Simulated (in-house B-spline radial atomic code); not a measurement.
Ionisation energies along the 8-electron series, configuration 1s2 2s2 2p1/2(2) 2p3/2(2), as differences of self-consistent energies. Dirac energy differences include first-order Breit, QED and recoil terms. NIST's values go from ground level to ground level; the uncertainty of those that are theory runs from under 0.1 % in few-electron ions to several per cent in heavy many-electron ones. Computed with an all-electron radial atomic-structure program (B-spline basis): Dirac-Hartree-Fock, jj configuration that fills j = l - 1/2 first, finite nuclei.

A number in brackets counts the electrons of a j subshell.

| ion | configuration after | ionisation energy (eV) | IE/(q+1)² (eV) | -ε less Coulomb ΔSCF (eV) | Breit and QED recoil part (eV) | tabulated value (eV) | computed minus tabulated (eV) |
| --- | --- | --- | --- | --- | --- | --- | --- |
| O | [He] 2s2 2p1/2(2) 2p3/2(1) | 14.9 | 14.85 | 1.5409 | 0.0015635 | 13.61806 | 1.2 |
| F+ | [He] 2s2 2p1/2(2) 2p3/2(1) | 36.9 | 9.2195 | 1.3753 | 0.00012633 | 34.97081 | 1.9 |
| Ne2+ | [He] 2s2 2p1/2(2) 2p3/2(1) | 65.9 | 7.3275 | 1.257 | -0.0027894 | 63.4233 | 2.5 |
| Mg4+ | [He] 2s2 2p1/2(2) 2p3/2(1) | 144.9 | 5.7941 | 1.1461 | -0.014386 | 141.33 | 3.5 |
| Al5+ | [He] 2s2 2p1/2(2) 2p3/2(1) | 194.6 | 5.4059 | 1.166 | -0.023729 | 190.49 | 4.1 |
| Si6+ | [He] 2s2 2p1/2(2) 2p3/2(1) | 251.2 | 5.1269 | 1.2492 | -0.036016 | 246.57 | 4.6 |
| P7+ | [He] 2s2 2p1/2(2) 2p3/2(1) | 314.7 | 4.9165 | 1.4075 | -0.051425 | 309.6 | 5.1 |
| S8+ | [He] 2s2 2p1/2(2) 2p3/2(1) | 384.9 | 4.7521 | 1.6539 | -0.070522 | 379.84 | 5.1 |
| Cl9+ | [He] 2s2 2p1/2(2) 2p3/2(1) | 462.0 | 4.6201 | 2.0031 | -0.093434 | 456.7 | 5.3 |
| Ar10+ | [He] 2s2 2p1/2(2) 2p3/2(1) | 545.9 | 4.5118 | 2.0751 | -0.12051 | 540.4 | 5.5 |
| K11+ | [He] 2s2 2p1/2(2) 2p3/2(1) | 636.7 | 4.4212 | 2.0742 | -0.15264 | 631.1 | 5.6 |

(1) How far is this level of theory from the measured and semi-empirical values?

Answers

(1) Over those 11 rows the differences run from +1.23 to +5.55 eV (mean absolute value 4 eV). The calculation leaves out correlation and, in open shells, the multiplet splittings that an average leaves out.
